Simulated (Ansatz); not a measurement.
`O[SiH2]OBF`, relaxed with RKS PBE0-D4/def2-TZVP in Ansatz from a PBE-D4/def2-SVP geometry. The force threshold is 0.005 eV/Å; the program also tests the step.

Total charge 0; spin multiplicity 1.

Start:

```xyz
9

O    -0.562    1.170    1.325
Si    0.096   -0.349    1.114
O     0.085   -0.840   -0.506
B    -0.064   -0.218   -1.697
F    -0.037   -0.963   -2.806
H    -0.050    1.919    0.975
H     1.531   -0.422    1.548
H    -0.789   -1.286    1.862
H    -0.211    0.988   -1.816
```

```tsv
step	energy (eV)	largest force (eV/Å)	largest move (Å)
1	-15427.6208	0.823	0.000
2	-15427.6717	0.613	0.029
3	-15427.6872	0.090	0.020
4	-15427.6880	0.127	0.034
5 (rejected)	-15427.6836	0.392	0.032
6	-15427.6899	0.016	0.013
7	-15427.6905	0.028	0.038
8	-15427.6908	0.074	0.052
9	-15427.6909	0.026	0.006
10	-15427.6910	0.022	0.024
11	-15427.6913	0.042	0.103
12 (rejected)	-15427.6893	0.220	0.019
13	-15427.6913	0.034	0.010
14	-15427.6914	0.005	0.005
15	-15427.6914	0.002	0.003
16	-15427.6914	0.003	0.006
```

End:

```xyz
9

O    -0.509    1.171    1.306
Si    0.096   -0.331    1.083
O     0.150   -0.774   -0.503
B    -0.085   -0.230   -1.706
F     0.050   -0.996   -2.779
H     0.042    1.931    1.113
H     1.488   -0.432    1.581
H    -0.830   -1.253    1.766
H    -0.403    0.914   -1.862
```

Run time 71 s (2 threads of an Arm Neoverse V1 on a shared host); peak host memory 0.4 GiB.
